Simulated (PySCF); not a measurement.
# Electron correlation in Ho⁴⁰⁺ (holmium, charge +40)

[Ar] 3d9, 2D determinant. Calculation: PySCF 2.14, in an uncontracted even-tempered set (18 s from 7.3 bohr⁻², ratio 2.5; 13 p from 9.5 bohr⁻², ratio 2.5; 8 d from 9.5 bohr⁻², ratio 2.5; 4 f from 42 bohr⁻², ratio 2.7; 3 g from 63 bohr⁻², ratio 2.7); scalar relativity by spin-free X2C-1e. Frozen: [Ne]; 17 electrons correlated; the 33 highest virtual orbitals of each spin left out.

```csv
level,correlation energy (mhartree)
CCSD,-712.39
(T),-0.61
CCSD(T),-713.00
```

Diagnostics: T1 = 0.00015, D1 = 0.0003, largest double amplitude 0.005.

Spin-orbit coupling, absent here, splits the open shell strongly.

Cost of the coupled-cluster step: 170 s of wall time on 2 threads of Neoverse-V1 (shared host), for 17 correlated electrons.

Iterations:

```
CC2 = 0
CCSD nocc = (np.int64(9), np.int64(8)), nmo = (114, 114)
frozen orbitals [[0, 1, 2, 3, 4, 119, 120, 121, 122, 123, 124, 125, 126, 127, 128, 129, 130, 131, 132, 133, 134, 135, 136, 137, 138, 139, 140, 141, 142, 143, 144, 145, 146, 147, 148, 149, 150, 151], [0, 1, 2, 3, 4, 119, 120, 121, 122, 123, 124, 125, 126, 127, 128, 129, 130, 131, 132, 133, 134, 135, 136, 137, 138, 139, 140, 141, 142, 143, 144, 145, 146, 147, 148, 149, 150, 151]]
max_cycle = 100
direct = 0
conv_tol = 1e-08
conv_tol_normt = 1e-06
diis_space = 8
diis_start_cycle = 0
Init t2, MP2 energy = -0.720170405820904
Init E_corr(UCCSD) = -0.720170405820944
cycle = 1  E_corr(UCCSD) = -0.711751763605683  dE = 0.00841864222  norm(t1,t2) = 0.0019246
cycle = 2  E_corr(UCCSD) = -0.712401758135854  dE = -0.00064999453  norm(t1,t2) = 0.000104168
cycle = 3  E_corr(UCCSD) = -0.712391442757421  dE = 1.03153784e-05  norm(t1,t2) = 9.07447e-06
cycle = 4  E_corr(UCCSD) = -0.712393375167317  dE = -1.9324099e-06  norm(t1,t2) = 8.17842e-07
cycle = 5  E_corr(UCCSD) = -0.712393320642767  dE = 5.45245508e-08  norm(t1,t2) = 3.45985e-08
cycle = 6  E_corr(UCCSD) = -0.712393320343177  dE = 2.99589242e-10  norm(t1,t2) = 1.27509e-09
UCCSD converged
E(UCCSD) = -11554.718360612  E_corr = -0.7123933203431773
UCCSD(T) correction = -0.000608582422409694
```

At this charge the one-electron X2C treatment keeps the bare 1/r₁₂, with no two-electron picture change or Breit term. The effect here is smaller than on the frozen 1s shell; and a scalar Hamiltonian misses the large spin-orbit splitting of the p shells, which matters for ns² → np² pairs.
